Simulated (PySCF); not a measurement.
germane (H₄Ge), SMILES [GeH4]. Heavy atoms are numbered as in [GeH4:1]. Hydrogens are named by the atom that carries them.

The structure is a stationary point at B3LYP-D3(BJ)/def2-TZVP.

These are PBE0/pcSseg-2 in PySCF values and carry that method's errors.

GIAO shieldings, no solvent; atoms alike by connectivity are averaged. δ = σ(ref) − σ: ¹H against TMS (σ = 31.54 ppm), references at their B3LYP-D3(BJ)/def2-TZVP geometries, non-relativistic.

| nucleus | atoms | count | δ (ppm) |
|---|---|---|---|
| ¹H | H on Ge1 | 4 | 3.85 |
